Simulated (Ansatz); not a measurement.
NH₃ + `[Cu][Br]` → `[NH3+][Cu-][Br]`  (adduct formation)

Computed with Ansatz on PBE0-D4/def2-TZVP structures; ΔE is electronic, products minus reactants. CCSD(T)/CBS adds triple-zeta CCSD(T) − MP2 to the extrapolated MP2 energy (def2 sets, frozen cores). This one scheme is used for every species. Functionals use def2-TZVPP. For Br, Cu outer-core shells are correlated without core-valence functions, which leaves a few kJ/mol of doubt a bond. Scalar relativity is left out up to krypton. One conformer a species, not always the lowest.

CCSD(T)/CBS gives -168.2 kJ/mol.

Question: Another level gave -170.7 kJ/mol. Which?
A. CAM-B3LYP-D4/def2-TZVPP
B. PBE0-D4/def2-TZVPP
C. r2SCANh/def2-TZVPP
D. HF/def2-TZVPP

Answer: B. PBE0-D4 -170.7, CAM-B3LYP-D4 -176.5, HF/def2-TZVPP -103.4, r2SCANh -182.0 kJ/mol.

Question: What do rigid-rotor, harmonic-oscillator terms from PBE0-D4/def2-TZVP frequencies (298.15 K, 1 bar) make of the CCSD(T)/CBS value? (Best estimate.)

Answer: Computed: ΔZPE = +11.4 kJ/mol, ΔH = -160.0 kJ/mol, ΔS = -134 J/(mol·K), ΔG = -120.0 kJ/mol.

Largest T1 diagnostic among the species: 0.020, so the coupled-cluster value is less sure than usual.

From BLYP to BHLYP (50 % exact exchange), in def2-TZVPP and without D4, ΔE moves by +11.0 kJ/mol. The D4 term adds −7.8 kJ/mol with B3LYP and −4.2 kJ/mol with PBE0; it sums over pairs of atoms, weighted by their polarisabilities, and B3LYP, whose exchange is more repulsive, gets the larger term. Leaving LDA and LC-ωPBE aside and taking each functional with its dispersion term where it has one, the values, not all of them listed here, spread over 33.0 kJ/mol, from r2SCAN-D4 to BHLYP-D4. LDA lies −47.8 kJ/mol from PBE without D4.

B3LYP here is the variant with VWN-RPA as its local correlation; programs differ in this.
